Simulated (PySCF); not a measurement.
BeF, SMILES [Be][F], multiplicity 2.

The structure is a stationary point at r2SCAN-D4/def2-TZVPD. The multiplicity is an assumed one; other spin states were not compared.

The numbers are results of r2SCAN-D4/def2-TZVPD (PySCF), not measurements.

Harmonic, unscaled wavenumbers; measured fundamentals usually lie a few per cent lower.

| mode | ν (cm⁻¹) | IR (km/mol) | moving atoms (share of kinetic energy) |
|---|---|---|---|
| 1 | 1220 | 116.5 | Be 68 %, F 32 % |
